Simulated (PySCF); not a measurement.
B(Me)(NCO)2 (C3H3BN2O2), SMILES CB(N=C=O)N=C=O.

The structure is a stationary point at PBE0-D3(BJ)/def2-SVP. The values are those of a single conformer.

Calculation: PBE/def2-TZVP (PySCF).

The total energy is -400.73805 hartree, the highest occupied level is -7.32 eV and the lowest empty level comes out as -2.58 eV. The orbital gap comes out as 4.74 eV and the dipole moment is 1.92 D. The quadrupole, principal values (traceless, Buckingham form, about the centre of nuclear charge) is -13.18, 5.17, 8.01 D·Å.
